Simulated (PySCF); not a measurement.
**Correlation energy of F²⁺ (fluorine, charge +2)**

[He] 2s2 2p3, high-spin 4S determinant. Calculation: PySCF 2.14, in aug-cc-pVDZ (4s3p2d, 23 functions); no relativity, point nucleus. Frozen: 1s2; 5 electrons correlated.

MP2 pair energies summed by pair of shells (mhartree):

```tsv
pair	energy	share (%)
2s-2p	-47.76	67.8
2p-2p	-15.60	22.2
2s-2s	-7.05	10.0
```

Total MP2 correlation energy: -70.41 mhartree.

Same-spin part -17.94 and opposite-spin part -52.48 mhartree; SCS-MP2 scales them by 1/3 and 6/5 to -68.95 mhartree.

| level | correlation energy (mhartree) |
| --- | --- |
| CCSD | -84.90 |
| (T) | -0.51 |
| CCSD(T) | -85.41 |

Diagnostics: T1 = 0.0031, D1 = 0.0044, largest double amplitude 0.026.

Problem. Is a single reference adequate?

Solution. Yes: T1 lies below 0.03 and no double amplitude reaches 0.07.
